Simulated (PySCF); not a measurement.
Mo(NH)2(Cl)(Br) (BrClH2MoN2), SMILES [Cl][Mo](=[NH])(=[NH])[Br], multiplicity 1. The structure is a stationary point at PBE0-D3(BJ)/def2-SVP. The spin state was assumed, not searched. The structure was generated by enumeration; whether it is a known compound was not checked. The def2 effective core potentials stand for the cores of Mo; spin–orbit coupling is left out.

Method: PBE0-D3(BJ)/def2-SVP (PySCF).

Harmonic wavenumbers (cm⁻¹): 92, 159, 193, 208, 276, 332, 379, 411, 641, 655, 749, 1018, 1057, 3617, 3621. Rotational constants (GHz): 2.528, 0.9663, 0.8407; symmetry number 1.

Task: Work out the zero-point energy and the ideal-gas rigid-rotor harmonic-oscillator thermochemistry at 298.15 K and 1 atm.

Result: ZPE = ½ Σ hcν = ½ × 13408 cm⁻¹ = 80.20 kJ/mol. H − E(el) = 101.64 kJ/mol. Entropy in J/(mol K): translation 177.17, rotation 123.17, vibration 68.50, total 368.84. G − E(el) = -8.33 kJ/mol. Cp = 104.78 J/(mol K). Modes under 150 cm⁻¹ make the vibrational entropy uncertain.
